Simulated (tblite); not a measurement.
Isomers of C3H13PSi3. Level: GFN2-xTB in tblite, geometry and Hessian alike; calculated harmonic values, unscaled, isolated species. The method is semi-empirical: single wavenumbers can be off by several per cent or more. Modes of hydrogen on phosphorus and silicon can be 10 to 20 % off. One conformer each.

Electronic energies: GFN2-xTB at the same geometries; isomer energies are rough at this level and their order can be wrong.

| SMILES | electronic energy, lowest = 0 (kcal/mol) |
| --- | --- |
| C=C(C)[SiH2]P([SiH3])[SiH3] | 0.0 |
| P[SiH]1C[SiH2]C[SiH2]C1 | 4.7 |
| C=CC[SiH2]P([SiH3])[SiH3] | 2.0 |

**Question.** How do GFN2-xTB zero-point energies change the relative energies?

**Answer.** 
```
                     SMILES  ZPE (kcal/mol)  of it from modes above 1550 cm⁻¹  electronic (kcal/mol)  with ZPE, lowest = 0 (kcal/mol)  lowest mode (cm⁻¹)  rings
C=C(C)[SiH2]P([SiH3])[SiH3]            85.0                              49.7                    0.0                              0.0                  34      0
  C=CC[SiH2]P([SiH3])[SiH3]            84.9                              49.8                    2.0                              2.0                  27      0
    P[SiH]1C[SiH2]C[SiH2]C1            87.6                              47.9                    4.7                              7.3                  61      1
```

The zero-point energies span 2.7 kcal/mol, from `C=CC[SiH2]P([SiH3])[SiH3]` to `P[SiH]1C[SiH2]C[SiH2]C1`. The order is unchanged.

**Question.** What do entropy and thermal enthalpy add at 298.15 K and 1 bar (rigid rotor, harmonic oscillator, one conformer each)?

**Answer.** 
```
                     SMILES  point group  symmetry number  S (cal/(mol K))  H − H(0) (kcal/mol)  ZPE + H − H(0) − TS (kcal/mol)
C=C(C)[SiH2]P([SiH3])[SiH3]           C1                1            119.0                 9.37                            58.8
  C=CC[SiH2]P([SiH3])[SiH3]           C1                1            121.2                 9.35                            58.1
    P[SiH]1C[SiH2]C[SiH2]C1           Cs                1            106.6                 8.11                            63.9
```
